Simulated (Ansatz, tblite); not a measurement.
Species of one formula, C₃H₁₀GeO (singlet), each relaxed with PBE0-D4/def2-SVP in Ansatz.

The xTB rows come from tblite. Correlated methods freeze 13 core orbitals; core or outer-core shells of Ge are correlated, in sets that lack core-valence functions.

Other spin states weren't relaxed.

A:

| atom | x (Å) | y (Å) | z (Å) |
| --- | --- | --- | --- |
| C1 | -1.875 | -1.687 | 1.212 |
| C2 | 0.945 | 0.997 | -0.611 |
| C3 | 2.148 | 0.526 | -1.396 |
| Ge4 | -1.255 | 0.104 | 0.819 |
| O5 | 0.229 | -0.118 | -0.150 |
| H6 | -0.891 | 0.901 | 2.094 |
| H7 | -2.270 | 0.916 | -0.020 |
| H8 | -2.791 | -1.656 | 1.820 |
| H9 | -1.101 | -2.237 | 1.764 |
| H10 | -2.089 | -2.222 | 0.275 |
| H11 | 0.309 | 1.641 | -1.254 |
| H12 | 1.278 | 1.635 | 0.235 |
| H13 | 2.733 | 1.379 | -1.773 |
| H14 | 2.800 | -0.092 | -0.761 |
| H15 | 1.829 | -0.087 | -2.253 |

B:

Cartesian coordinates in Å:
```
C 0.1193 1.8599 0.0213
C -1.2671 -0.7941 1.2157
C 0.2859 -0.9044 -1.6052
Ge 0.2015 -0.0852 0.1647
O 1.6544 -0.5525 1.1095
H 2.4761 -0.2520 0.7091
H -0.8061 2.1677 -0.4893
H 0.9712 2.2546 -0.5530
H 0.1325 2.3177 1.0214
H -2.2313 -0.6027 0.7214
H -1.2842 -0.3258 2.2106
H -1.1492 -1.8797 1.3457
H 0.3862 -1.9963 -1.5168
H 1.1420 -0.5224 -2.1817
H -0.6312 -0.6848 -2.1733
```

C:

| atom | x (Å) | y (Å) | z (Å) |
| --- | --- | --- | --- |
| C1 | 0.5039 | 0.2013 | -0.0522 |
| C2 | 1.8007 | 0.1399 | 0.7322 |
| C3 | -0.3251 | 1.4272 | 0.3001 |
| Ge4 | -1.5561 | -1.5320 | -0.8080 |
| O5 | -0.2021 | -0.9932 | 0.2177 |
| H6 | -1.7054 | -3.0277 | -0.5034 |
| H7 | -2.8500 | -0.7691 | -0.4553 |
| H8 | -1.1778 | -1.2770 | -2.2837 |
| H9 | 0.7533 | 0.2494 | -1.1342 |
| H10 | 1.5852 | 0.0926 | 1.8111 |
| H11 | 2.4267 | 1.0237 | 0.5368 |
| H12 | 2.3672 | -0.7617 | 0.4583 |
| H13 | -1.2520 | 1.4716 | -0.2940 |
| H14 | -0.6054 | 1.4006 | 1.3649 |
| H15 | 0.2369 | 2.3545 | 0.1096 |

D:

```xyz
15

C     1.151   -1.010    0.982
C     1.342    1.295   -1.277
C    -2.273   -0.565    0.063
Ge    0.277    0.517    0.143
O    -1.215   -0.040   -0.677
H    -0.140    1.560    1.210
H     1.394   -1.767    0.222
H     0.504   -1.471    1.741
H     2.084   -0.694    1.473
H     1.589    0.526   -2.022
H     2.278    1.712   -0.877
H     0.782    2.099   -1.775
H    -2.006   -1.498    0.599
H    -3.102   -0.809   -0.622
H    -2.666    0.147    0.817
```

Question: Estimate their order by electronic energy at PBE-QIDH/def2-TZVP, counted from the lowest.

Answer: B (0.0) < D (21.4) < A (26.7) < C (33.0), in kcal/mol.

Question: Do the other levels pick the same lowest one?

Answer: Not GFN1-xTB, GFN2-xTB. Energies above each level's lowest (kcal/mol):

```json
{"level": "GFN1-xTB", "A": "8.3", "B": "11.6", "C": "0.0", "D": "15.4"}
{"level": "GFN2-xTB", "A": "6.6", "B": "6.1", "C": "0.0", "D": "12.4"}
{"level": "HF/def2-SVP", "A": "17.9", "B": "0.0", "C": "22.9", "D": "15.5"}
{"level": "HF/def2-TZVP", "A": "21.1", "B": "0.0", "C": "27.4", "D": "17.5"}
{"level": "PBE-D4/def2-SVP", "A": "20.5", "B": "0.0", "C": "24.5", "D": "17.0"}
{"level": "PBE-D4/def2-TZVP", "A": "25.2", "B": "0.0", "C": "31.1", "D": "20.1"}
{"level": "BLYP-D4/def2-TZVP", "A": "24.0", "B": "0.0", "C": "29.7", "D": "18.8"}
{"level": "r2SCAN-D4/def2-TZVP", "A": "25.9", "B": "0.0", "C": "31.8", "D": "20.7"}
{"level": "PBE0-D4/def2-SVP", "A": "21.5", "B": "0.0", "C": "25.8", "D": "17.9"}
{"level": "PBE0-D4/def2-TZVP", "A": "25.5", "B": "0.0", "C": "31.4", "D": "20.5"}
{"level": "ωB97M-V/def2-TZVP", "A": "25.8", "B": "0.0", "C": "31.4", "D": "20.7"}
{"level": "PBE-QIDH/def2-TZVP", "A": "26.7", "B": "0.0", "C": "33.0", "D": "21.4"}
{"level": "MP2/def2-SVP", "A": "22.3", "B": "0.0", "C": "25.7", "D": "19.3"}
{"level": "MP2/def2-TZVP", "A": "29.4", "B": "0.0", "C": "35.9", "D": "23.0"}
{"level": "CCSD/def2-SVP", "A": "19.5", "B": "0.0", "C": "22.6", "D": "17.2"}
{"level": "CCSD(T)/def2-SVP", "A": "19.4", "B": "0.0", "C": "22.2", "D": "17.2"}
```
Point groups (tolerance 0.1 Å): A Cs, B not assigned, C not assigned, D not assigned. From def2-SVP to def2-TZVP the PBE0 values move by up to 5.6 kcal/mol, so results in the small set are rough.
